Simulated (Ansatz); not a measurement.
isobutane (C4H10), singlet, at a GFN2-xTB geometry; CCSD/STO-3G (Ansatz, a quantum-chemistry and plane-wave program).

Ansatz was given this input:
Ansatz 0.2 input:
```yaml
crystal:
  periodic: [false, false, false]
  atoms:
    - {symbol: C, position_ang: [-0.00195152, -0.00061004, 0.38481069]}
    - {symbol: H, position_ang: [-0.00751045, -0.00234774, 1.48094753]}
    - {symbol: C, position_ang: [-0.00123091, 1.44790471, -0.09715431]}
    - {symbol: H, position_ang: [0.00424357, 1.48409224, -1.18472901]}
    - {symbol: H, position_ang: [-0.88573890, 1.97154531, 0.25886234]}
    - {symbol: H, position_ang: [0.87836999, 1.97364557, 0.26781215]}
    - {symbol: C, position_ang: [1.25514309, -0.72222321, -0.09422305]}
    - {symbol: H, position_ang: [1.29052529, -0.73769513, -1.18172798]}
    - {symbol: H, position_ang: [2.14862954, -0.22046678, 0.27077580]}
    - {symbol: H, position_ang: [1.26840623, -1.74929777, 0.26388821]}
    - {symbol: C, position_ang: [-1.25239927, -0.72520857, -0.10694449]}
    - {symbol: H, position_ang: [-1.27670860, -0.74075155, -1.19475225]}
    - {symbol: H, position_ang: [-1.26684969, -1.75231611, 0.25102616]}
    - {symbol: H, position_ang: [-2.15073527, -0.22558539, 0.24896396]}
basis:
  gaussian:
    orbitals: STO-3G
magnetization: {spin_polarized: false}
correlation: {method: ccsd}
```

Output, abridged:

```
Functional definition: HF
422 factors; integrals over basis functions are off by at most 4.6e-5 eV
mean field evaluation 1: about -4229.4954 eV, gradient 1.3e1 eV
mean field evaluation 2: about -4229.7739 eV, gradient 1.3e1 eV
mean field evaluation 4: about -4230.4408 eV, gradient 4.7e-1 eV
mean field evaluation 8: about -4230.4410 eV, gradient 1.0e-6 eV
mean field evaluation 16: about -4230.4410 eV, gradient 3.9e-7 eV
mean field -4230.44096084 eV, -155.4658378149 hartree, gradient 3.9e-7 eV, S^2 0.000000; 0 other end points of the search recorded, 0 dependent functions left out
4 core orbitals not correlated
reference -4230.44096084 eV, -155.4658378149 hartree; 13, 13 occupied and 13, 13 virtual orbitals, 422 factors
second order -5.65336768 eV of doubles, -0.00000000 eV of singles
cycle   1  -6.94475620 eV  change    -1.3e0 eV  update   7.6e-2
cycle   2  -7.53434048 eV  change   -5.9e-1 eV  update   2.8e-2
cycle   3  -7.56594425 eV  change   -3.2e-2 eV  update   4.7e-3
cycle   4  -7.56985002 eV  change   -3.9e-3 eV  update   1.2e-3
cycle   5  -7.56975787 eV  change    9.2e-5 eV  update   2.5e-4
cycle   6  -7.56972514 eV  change    3.3e-5 eV  update   4.9e-5
cycle   7  -7.56974066 eV  change   -1.6e-5 eV  update   1.8e-5
Total energy: -4238.01070150 eV, -155.7440206533 hartree
```
